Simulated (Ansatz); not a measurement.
```yaml
crystal:
  periodic: [true, true, true]
  atoms:
    - {symbol: Cl, position_ang: [0.602654, -1.912110, 1.366171]}
    - {symbol: B, position_ang: [0.784072, -0.372949, 0.778220]}
    - {symbol: F, position_ang: [0.332565, -0.567289, -0.799030]}
    - {symbol: B, position_ang: [-0.889239, 0.475365, -0.675526]}
    - {symbol: Cl, position_ang: [-0.684380, 1.816445, -1.405889]}
    - {symbol: F, position_ang: [-0.288513, 0.584774, 0.728428]}
    - {symbol: H, position_ang: [1.971646, 0.041763, 0.622255]}
    - {symbol: H, position_ang: [-1.888032, -0.030889, -0.671283]}
basis:
  gaussian: {orbitals: cc-pVTZ-DK}
hamiltonian: {xc: {name: B2GP-PLYP}}
scf: {lower_state_search: off}
output: {forces: true}
```

```sh
$ ansatz run in.yaml --threads 4 --pin off --events-out ev --progress --plain --max-ram 10444MiB
```

Problem. How does Ansatz answer? (An estimate is asked.)

Solution. Computed: The input was rejected before any iteration.
```
Error: YAML parse error: error: line 2 column 3: crystal: missing field `lattice` (a structure is typed as `lattice` and `atoms`, a molecule's as `atoms` in Å alone, or read from a run's directory, `checkpoint`)
 --> <input>:2:3
1 | crystal:
2 |   periodic: [true, true, true]
3 |   atoms:
4 |     - {symbol: Cl, position_ang: [0.602654, -1.912110, 1.366171]}
```
